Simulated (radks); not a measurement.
The numbers below are computed, except where a source is named.
Question: Ionisation of neutral lutetium, [Xe] 4f14 5d1 6s2, to Lu+, [Xe] 4f14 6s2, under several functionals. Dirac Kohn-Sham, spin-unpolarised, spherical densities, point nucleus; open shells are shared between the two j in proportion to 2j + 1; a radial shooting solver on a logarithmic mesh with Libxc functionals. The NIST Atomic Spectra Database gives 5.426 eV (measured). Rank these functionals by the error of their Delta-SCF ionisation energy: AM05; revPBE; PW91; OLYP.

Answer: From best to worst: PW91 5.321 eV (-0.105); AM05 5.254 eV (-0.172); revPBE 5.195 eV (-0.231); OLYP 5.029 eV (-0.397). Spin polarisation and multiplet splitting are left out, so open shells lie too high by an amount that depends on their filling. Sharing an open shell by 2j + 1 raises it above the true ground level by a part of the spin-orbit splitting, which enters the differences from NIST.

Beside tabulated values, note that spin-unpolarised runs miss the spin-polarisation part of the exchange energy of open shells.
